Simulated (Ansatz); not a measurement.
Species: CF$_{2}$, charge 1, doublet. CF2+ (parent SMILES F[C]F, doublet).
B3LYP-D3(BJ)/def2-TZVP minimum from Ansatz (a first-principles code):
```xyz
3

F     -1.0698    -0.2022     0.0322
C     -0.0240     0.4240    -0.0026
F      1.0859    -0.0804    -0.0305
```
Charge +1, spin multiplicity 2.

Total energies in aug-cc-pVDZ, 17 correlated electrons, 3 frozen orbitals. Radicals and triplets start from unrestricted determinants; spin-orbit coupling is neglected. Cores are frozen in correlated methods. No relativity.

```
method    program  energy (Eh)  minus CCSDT(Q) (mEh)
--------  -------  -----------  --------------------
HF         Ansatz   -236.30912                514.95
MP2        Ansatz   -236.79942                 24.65
CCSD       Ansatz   -236.80644                 17.63
CCSD(T)    Ansatz   -236.82208                  1.99
CCSDT(Q)   Ansatz   -236.82407                  0.00
```

Rough core times of Ansatz's runs on a shared machine: CCSD(T) under 20 s, CCSDT(Q) 10 min.
